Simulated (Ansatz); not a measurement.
## Telling isomers of ClFGaH2NSi apart by their spectra

These gas-phase data were calculated for one isomer of ClFGaH2NSi at r2SCAN-D4/def2-SVP (harmonic, unscaled wavenumbers; equilibrium rotational constants with average atomic masses):

- rotational constants: 6.944, 0.787, 0.7069 GHz
- all wavenumbers above 1500 cm⁻¹: 3500, 2073

Candidates:

(1) `F[Si][NH][GaH][Cl]`, a singlet
(2) `F[Si@@H](Cl)[NH][Ga]`, a singlet

Task: Which structure fits?

Result: Candidate (1). The band at 2073 cm⁻¹ lies where the Ga–H stretch is expected; (2) has no mode between 1700 and 2150 cm⁻¹.

The same quantities for all candidates:

```
     rotational constants (GHz)  wavenumbers above 1500 cm⁻¹  E above the lowest, r2SCAN-D4/def2-SVP (kcal/mol)
(1)        6.944, 0.787, 0.7069                   3500, 2073                                               22.0
(2)        3.293, 1.191, 0.9401                   3565, 2288                                                0.0
```

Harmonic stretches to hydrogen usually lie a few per cent above observed fundamentals. Each candidate is one conformer. Programs: Ansatz 0.2.0.
